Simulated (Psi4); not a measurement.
CuF2 (SMILES [F][Cu][F]), doublet, at a GFN2-xTB geometry (such geometries of metal compounds can be far from the true shape).

Here is a job for Psi4.
```
memory 2 GB

molecule {
0 2
  Cu    0.00000000    0.00000000    0.00000000
  F     0.00000000    0.00000000    1.70113360
  F    -0.00000000   -0.00000000   -1.70113360
}

set basis sto-3g
set reference uhf

energy('scf')
print_variables()
```

**Question.** What does this run give for the number of basis functions, dipole moment, <S^2>?

**Answer.** 
```yaml
number_of_basis_functions: 28
dipole_moment: 0.00 D
"<S^2>": 0.774
```

These values belong to the state on which the SCF converged, which isn't shown to be the lowest.
